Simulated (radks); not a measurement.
C I, configuration [He] 2s2 2p2. All-electron calculation, scalar-relativistic Kohn-Sham, PBEsol, spin-polarised, spherical densities, finite nucleus; open shells are filled with parallel spins first; Fermi nuclear charge, rms radius 2.4702 fm. Program: a radial shooting solver on a logarithmic mesh with Libxc functionals.

Unscreened Slater integrals over Kohn-Sham orbitals (hartree). They are taken over the spin-up orbitals.

integral      value
F0(2p,2p)   0.53297
F2(2p,2p)   0.23776
F0(2p,2s)   0.55594
G1(2p,2s)   0.34012
F0(2p,1s)   0.77552
G1(2p,1s)  0.070069
F0(2s,2s)   0.58342
F0(2s,1s)   0.82899
G0(2s,1s)  0.058141
F0(1s,1s)    3.4738

Derived for the open shells (J is the average intra-shell exchange parameter used in DFT+U). 2p: J = F2/5 = 0.04755 hartree; in LS coupling 1D lies 6 F2/25 = 0.05706 hartree above 3P.
